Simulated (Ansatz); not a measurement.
`[NH2][In]([SH])[Br]` + H–F → `[F][In]([SH])[Br]` + NH₃ at 400 K and 1 bar (ligand exchange at the In–N bond).

Gas-phase electronic energies from Ansatz, PBE0-D4/def2-TZVP geometries. CCSD(T)/CBS is the MP2 limit (def2-TZVPP, def2-QZVPP) plus CCSD(T) − MP2 in def2-TZVPP, frozen cores. This one scheme is used for every species. def2 core potentials past Kr. For Br, In outer-core shells are correlated without core-valence functions, which leaves a few kJ/mol of doubt a bond. Scalar relativity is left out up to krypton. Each species was taken in one conformer, which may not be the lowest.

```csv
species,CCSD(T)/CBS energy (Eh),H − E (kJ/mol),S (J/(mol·K))
`[NH2][In]([SH])[Br]`,-3217.52044,125.4,411.0
H–F,-100.39570,36.5,182.2
`[F][In]([SH])[Br]`,-3261.42177,60.0,393.3
NH₃,-56.50880,104.2,203.1
```

H − E and S are ideal-gas, rigid-rotor, harmonic terms from PBE0-D4/def2-TZVP, for one conformer and one mirror image of each species. 1 Eh = 2625.50 kJ/mol, R = 8.31446 J/(mol·K).

**Question.** By hand: ΔE, ΔH, ΔS and ΔG.

**Answer.** ΔE = (-3261.42177) + (-56.50880) − (-3217.52044) − (-100.39570) = -0.01443 Eh = -37.9 kJ/mol. Δ(H − E) = 60.0 + 104.2 − 125.4 − 36.5 = 2.3, so ΔH = -35.6 kJ/mol. ΔS = 393.3 + 203.1 − 411.0 − 182.2 = 3.2 J/(mol·K). ΔG = -35.6 − 400 × (3.2)/1000 = -36.9 kJ/mol.

**Question.** By hand: the equilibrium constant, and the temperature at which ΔG would vanish if ΔH and ΔS stayed fixed.

**Answer.** log₁₀ K = −ΔG/(RT ln 10) = 4.8. ΔH and −TΔS have one sign here, so there is no such temperature.

The number of gas molecules stays the same, so ΔS is small and ΔH decides. A doubt of 5 kJ/mol in ΔE shifts log₁₀ K by 0.7 here. Other conformers and mirror images would add mixing entropy, several J/(mol·K) or more a flexible species. These are equilibria of isolated gas molecules and say nothing of rates. Largest T1 diagnostic: 0.013 (customary marks: 0.02 for closed shells, 0.045 for open ones).

ΔS is within the doubt of such terms, so its sign, and with it that verdict, could turn.
